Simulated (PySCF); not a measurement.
C2H9ClSi2, SMILES C[SiH](C)[SiH2]Cl, PBE0/def2-SVP optimised geometry.

```
14

Si     0.49     0.05     0.00
Cl     2.58     0.05     0.00
Si    -0.19    -1.12    -1.92
C     -2.07    -1.04    -2.12
C      0.71    -0.38    -3.40
H      0.05     1.48     0.00
H      0.04    -0.57     1.28
H      0.23    -2.54    -1.72
H     -2.38    -1.59    -3.02
H     -2.41     0.00    -2.23
H     -2.58    -1.48    -1.25
H      1.79    -0.38    -3.22
H      0.38     0.65    -3.59
H      0.51    -0.97    -4.31
```

Density from PBE0/def2-TZVP run with PySCF at that geometry.

Minimum of the electron density along straight lines between bonded atoms, close to the bond critical point (lines longer than 1.1 times the sum of covalent radii, or with two minima, are not listed):

```tsv
bond	length / Å	ρ at the minimum / e bohr⁻³	∇²ρ there / e bohr⁻⁵	position (fraction from the first atom)
Si1–Cl2	2.090	0.092	(withheld)	0.36
Si1–Si3	2.350	0.095	-0.15	0.63
Si3–C4	1.886	0.118	0.18	0.39
Si3–C5	1.883	0.119	0.18	0.39
Si1–H6	1.496	0.120	(withheld)	0.49
Si1–H7	1.495	0.120	0.15	0.49
Si3–H8	1.499	0.117	0.15	0.49
C4–H9	1.102	0.266	-0.87	0.64
C4–H10	1.101	0.266	-0.87	0.64
C4–H11	1.101	0.267	-0.87	0.64
C5–H12	1.101	0.267	-0.88	0.64
C5–H13	1.101	0.266	-0.87	0.64
C5–H14	1.101	0.266	-0.87	0.64
```

Problem. Complete the blanks.

Solution. 
- Si1–Cl2, ∇²ρ there / e bohr⁻⁵: 0.20
- Si1–H6, ∇²ρ there / e bohr⁻⁵: 0.14
